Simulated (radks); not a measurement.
Spherical quantum dot in the effective-mass picture: electrons in a hard-walled sphere of radius 8.16, with a point charge +2 (a donor) at the centre, all in effective atomic units (hartree* = m*/eps^2 hartree, bohr* = eps/m* bohr), one dielectric constant everywhere. Method: non-relativistic Kohn-Sham, exchange-only LDA, spin-polarised, spherical densities; computed with a radial shooting solver with Libxc functionals. Levels are named by radial order and angular momentum (1s, 1p, 1d, 2s, ...), and open shells are averaged over m.

N = 15, configuration 1s2 1p6 1d(up 5, down 0) 2s2. This is the lowest configuration that the search found. Occupied and some empty levels:

level    occupation  eigenvalue (hartree*)  <r> (bohr*)
1s down           1                 1.7698       0.9997
1s up             1                 1.7699        1.010
2s up             1                 2.0056        5.785
1p up             3                 2.0359        5.863
2s down           1                 2.0568        5.740
1p down           3                 2.0877        5.817
1d up             5                 2.0996        6.005
1d down           0                 2.1527        5.983
1f up             0                 2.1884        6.128
1f down           0                 2.2424        6.118
1g up             0                 2.3006        6.237
1g down           0                 2.3550        6.234
2p up             0                 2.4184        4.112
2p down           0                 2.4436        4.046

Energy (hartree*): total 11.6188, kinetic 5.8057, external -11.146, Hartree 19.799, exchange-correlation -2.8398.
